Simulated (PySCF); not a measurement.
Give a PBE0-D3(BJ)/def2-SVP geometry of `C#CPc1ccc(Cl)cc1`.

```
atom  x, y, z in Å
C1    -4.0656   -1.1482    1.8553
C2    -3.5859   -1.0068    0.7468
P3    -2.9843   -0.9443   -0.9158
C4    -1.1619   -0.8552   -0.6598
C5    -0.5506   -0.6451    0.5802
C6     0.8362   -0.6041    0.6911
C7     1.6206   -0.7678   -0.4500
Cl8    3.3457   -0.7124   -0.3174
C9     1.0321   -0.9830   -1.6952
C10   -0.3554   -1.0368   -1.7900
H11   -4.4883   -1.2672    2.8366
H12   -3.2249    0.4510   -1.1189
H13   -1.1670   -0.5144    1.4727
H14    1.3152   -0.4419    1.6581
H15    1.6608   -1.1192   -2.5765
H16   -0.8145   -1.2285   -2.7644
```

Orientation and origin are arbitrary. Atoms count from 1 in this order. The 6-membered ring C4–C5–C6–C7–C9–C10 has internal angles of 118.9° to 120.9°; it is planar, 0.00 Å rms from its mean plane, widest ring torsion 1°. Of the pairs four or more bonds apart, C2···H13 is among the closest relative to their van der Waals radii: 2.57 Å, 89 % of the sum of Bondi's values. The 2 C–P bonds span 1.769 Å (C2–P3, drawn single) to 1.842 Å (P3–C4, drawn single), a spread of 0.073 Å. The 7 C–C bonds span 1.216 Å (C1≡C2, drawn triple) to 1.400 Å (C4–C10, aromatic), a spread of 0.184 Å.

Bonds between heavy atoms (Å): C1≡C2 1.216, C2–P3 1.769, P3–C4 1.842, C4–C5 1.398, C5–C6 1.392, C6–C7 1.394, C7–Cl8 1.731, C7–C9 1.394, C9–C10 1.392, C4–C10 1.400.

Theory: PySCF 2.14.0, PBE0-D3(BJ)/def2-SVP geometry optimisation, gas phase.

Point group: C1 (no symmetry element, even within 0.4 Å). No frequency check. The numbers are those of one conformer (C2–P3–C4–C5 -10°).
